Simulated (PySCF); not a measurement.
B3LYP has the VWN-RPA correlation part, as in Gaussian. 

# C2H6Si, SMILES `C1C[SiH2]1` (charge 0, multiplicity 1)

The numbers are results of B3LYP-D3(BJ)/def2-TZVP run with PySCF, not measurements.

| Property | Value |
|---|---|
| HOMO | -6.73 eV |
| dipole moment | 0.05 D |
| HOMO–LUMO gap | 6.80 eV |
| LUMO | 0.07 eV |
| total energy | -369.3432 Ha |
| cost | very roughly 21 core-seconds |

```xyz
9

C     -0.6188    -0.7366     0.0867
C     -0.5267     0.7913    -0.1717
Si     1.1018    -0.0526     0.0817
H     -1.0697    -1.0362     1.0257
H     -0.9528    -1.3430    -0.7471
H     -0.9208     1.4325     0.6082
H     -0.8040     1.1257    -1.1646
H      1.9758    -0.3014    -1.0776
H      1.8152     0.1203     1.3587
```
